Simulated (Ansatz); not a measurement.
A run for Ansatz (an electronic-structure program): U-CCSD(T)/def2-TZVPP on SiO-, 2S+1 = 2, a spin state set in the input, which need not be the lowest, a point of a bond scan (R = 1.563 Å). Charge -1.

Ansatz 0.2 input:
```yaml
crystal:
  periodic: [false, false, false]
  atoms:
    - {symbol: O, position_ang: [0.00000000, 0.00000000, 0.00000000]}
    - {symbol: Si, position_ang: [0.00000000, 0.00000000, 1.56339500]}
basis:
  gaussian:
    orbitals: def2-TZVPP
total_charge: -1
magnetization: {spin_polarized: true, initial_magnetization: 1}
correlation: {method: ccsd_t, electrons: valence}
output: {orbitals: {seedname: ./end}}
```

The log:

```
WARN ansatz: RAYON_NUM_THREADS=1 ignored (pool sized by the plan → 1); use --threads N
Functional definition: HF
integrals: 0.07 GiB planned
453 factors; integrals over basis functions are off by at most 1.2e-3 eV
mean field: 0.12 GiB planned
mean field evaluation 1: about -9899.2336 eV, gradient 9.9e0 eV
mean field evaluation 2: about -9899.2466 eV, gradient 9.8e0 eV
mean field evaluation 4: about -9899.9841 eV, gradient 2.0e0 eV
mean field evaluation 8: about -9900.0320 eV, gradient 2.3e-1 eV
mean field evaluation 16: about -9899.8436 eV, gradient 5.9e0 eV
mean field evaluation 32: about -9897.1570 eV, gradient 2.6e0 eV
mean field evaluation 64: about -9899.9884 eV, gradient 7.0e-1 eV
mean field evaluation 96: about -9900.0354 eV, gradient 2.7e-2 eV
mean field evaluation 128: about -9897.2569 eV, gradient 1.6e-2 eV
mean field evaluation 160: about -9895.3750 eV, gradient 5.9e0 eV
mean field evaluation 192: about -9897.1430 eV, gradient 9.8e-1 eV
mean field evaluation 224: about -9893.5887 eV, gradient 1.5e1 eV
mean field evaluation 256: about -9894.1851 eV, gradient 2.7e-1 eV
mean field evaluation 288: about -9897.2570 eV, gradient 1.1e-2 eV
mean field evaluation 320: about -9895.7268 eV, gradient 3.9e-4 eV
mean field evaluation 352: about -9896.3072 eV, gradient 8.4e-1 eV
mean field evaluation 384: about -9894.3659 eV, gradient 2.4e0 eV
mean field evaluation 416: about -9897.1710 eV, gradient 4.8e-1 eV
mean field evaluation 448: about -9896.1368 eV, gradient 2.2e0 eV
mean field evaluation 480: about -9895.2125 eV, gradient 2.0e-1 eV
mean field evaluation 512: about -9899.9650 eV, gradient 1.8e0 eV
mean field evaluation 544: about -9900.0355 eV, gradient 4.9e-4 eV
mean field evaluation 576: about -9900.0355 eV, gradient 2.5e-2 eV
mean field evaluation 608: about -9896.1837 eV, gradient 1.1e0 eV
mean field evaluation 640: about -9895.7268 eV, gradient 2.7e-3 eV
mean field -9900.03546047 eV, -363.8195926874 hartree, gradient 2.7e-6 eV, S^2 0.772420; 10 other end points of the search recorded, 0 dependent functions left out
determinant -9900.03546047 eV, -363.8195926874 hartree, with singles and doubles -9909.46775097 eV, -364.1662229696 hartree
determinant -9897.25694920 eV, -363.7174842814 hartree, with singles and doubles -9905.09769612 eV, -364.0056264160 hartree
determinant -9897.18607937 eV, -363.7148798633 hartree, with singles and doubles -9906.94928387 eV, -364.0736710108 hartree
6 core orbitals not correlated
reference -9900.03546047 eV, -363.8195926874 hartree; 6, 5 occupied and 61, 62 virtual orbitals, 453 factors
second order -9.20607481 eV of doubles, -0.00000000 eV of singles
coupled cluster: 0.20 GiB planned
cycle   1  -9.36793521 eV  change   -7.4e-1 eV  update   2.1e-2
cycle   2  -9.39179526 eV  change   -2.4e-2 eV  update   4.8e-3
cycle   3  -9.38950082 eV  change    2.3e-3 eV  update   2.6e-3
cycle   4  -9.39060910 eV  change   -1.1e-3 eV  update   9.5e-4
cycle   5  -9.39059341 eV  change    1.6e-5 eV  update   6.0e-4
cycle   6  -9.39081646 eV  change   -2.2e-4 eV  update   2.1e-4
cycle   7  -9.39080601 eV  change    1.0e-5 eV  update   8.7e-5
cycle   8  -9.39087506 eV  change   -6.9e-5 eV  update   4.0e-5
cycle   9  -9.39084995 eV  change    2.5e-5 eV  update   1.9e-5
cycle  10  -9.39085106 eV  change   -1.1e-6 eV  update   8.8e-6
perturbative correction -0.46516193 eV, -0.0170943856 hartree
Total energy: -9909.89147346 eV, -364.1817944841 hartree
```

The calculation finished and met its thresholds.

Cost: very roughly 9 core-seconds.
